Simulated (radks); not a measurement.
Se2+, configuration [Ar] 3d9.5 4s0.5 4p4 (fractional occupations, a model configuration). All-electron calculation, scalar-relativistic Kohn-Sham, r2SCAN, spin-polarised, spherical densities, finite nucleus; open shells are filled with parallel spins first; meta-GGA in the generalised Kohn-Sham scheme; Fermi nuclear charge, rms radius 4.14 fm. Program: a radial shooting solver on a logarithmic mesh with Libxc functionals.

Radial electron density D(r) = 4 pi r^2 rho(r):

```
   r/bohr * D(r) (the largest magnitude, 49.7, reaches the edge; | marks zero)
 0.002871 |  *
  0.00329 |   *
 0.003739 |    *
 0.004283 |     *
 0.004907 |      *
 0.005578 |        *
  0.00639 |          *
 0.007321 |             *
 0.008321 |               *
 0.009533 |                   *
  0.01092 |                      *
  0.01241 |                          *
  0.01422 |                              *
  0.01616 |                                  *
  0.01852 |                                      *
  0.02122 |                                         *
  0.02411 |                                           *
  0.02763 |                                             *
  0.03165 |                                              *
  0.03597 |                                             *
  0.04121 |                                           *
  0.04722 |                                         *
  0.05366 |                                      *
  0.06148 |                                     *
  0.06988 |                                     *
  0.08006 |                                        *
  0.09172 |                                            *
   0.1042 |                                                *
   0.1194 |                                                    *
   0.1368 |                                                      *
   0.1555 |                                                     *
   0.1782 |                                                *
   0.2025 |                                         *
    0.232 |                                  *
   0.2658 |                             *
   0.3021 |                            *
   0.3461 |                              *
   0.3965 |                                 *
   0.4507 |                                   *
   0.5163 |                                  *
   0.5915 |                              *
   0.6723 |                        *
   0.7703 |                 *
   0.8755 |           *
    1.003 |       *
    1.149 |     *
    1.306 |   *
    1.496 |   *
    1.714 |   *
    1.948 |  *
    2.232 | *
    2.557 |*
    2.907 |*
     3.33 *
    3.785 *
    4.336 *
    4.968 *
    5.646 *
    6.469 *
```

D(r) has 3 maxima, at r = 0.0309, 0.138, 0.469 bohr, and minima at 0.0645, 0.297 bohr, inside which lie 2.08, 10.97 electrons.
